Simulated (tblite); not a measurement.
Question: Write Cartesian coordinates for `C1[C@H]([SiH2][Si@H]1[SiH3])SC` as optimised with GFN2-xTB.

Answer: 
```xyz
19
C3H12SSi3 angstrom
C     -3.3198    0.7371    0.3103
S     -2.0718    1.0175   -0.9808
C     -0.9390   -0.3672   -0.6374
C     -0.1456   -0.2108    0.6692
Si     1.5994   -0.8209    0.1004
Si     3.3807    0.4007    0.9348
Si     0.4727   -0.5502   -1.9431
H     -2.8451    0.7702    1.2870
H     -3.7976   -0.2262    0.1497
H     -4.0499    1.5351    0.2241
H     -1.5666   -1.2604   -0.6077
H     -0.1069    0.8436    0.9502
H     -0.6039   -0.7424    1.5036
H      1.7169   -2.2491    0.4761
H      3.5416    0.3067    2.3885
H      3.2741    1.8259    0.6171
H      4.6276   -0.0836    0.3389
H      0.1536   -1.6004   -2.9183
H      0.6698    0.6837   -2.7053
```

Any rigid rotation of these coordinates is as good. Atoms count from 1 in this order. The 4-membered ring C3–C4–Si5–Si7 has internal angles of 76.9° to 102.0°; it is puckered, 0.10 Å rms from its mean plane, widest ring torsion 16°. Si5 (SiH silicon) has angles from 77.7° to 128.4°. The Si–Si distances run from 2.315 Å (Si5–Si6, drawn single) to 2.349 Å (Si5–Si7, drawn single), a spread of 0.034 Å. Of the pairs four or more bonds apart, C4···H8 is among the closest relative to their van der Waals radii: 2.94 Å, 101 % of the sum of Bondi's values.

Bonds between heavy atoms (Å): C1–S2 1.817, S2–C3 1.822, C3–C4 1.537, C4–Si5 1.934, Si5–Si6 2.315, Si5–Si7 2.349, C3–Si7 1.932.

Structure optimised with GFN2-xTB, isolated species.

Point group: C1 (no symmetry element, even within 0.4 Å). Its GFN2-xTB frequencies are all real (lowest 28 cm⁻¹). The numbers are those of one conformer (C1–S2–C3–C4 -70°, S2–C3–C4–Si5 -138°, C3–C4–Si5–Si6 140°, C4–Si5–Si7–C3 -10°, S2–C3–Si7–Si5 136°).

All values are computed, not measured.
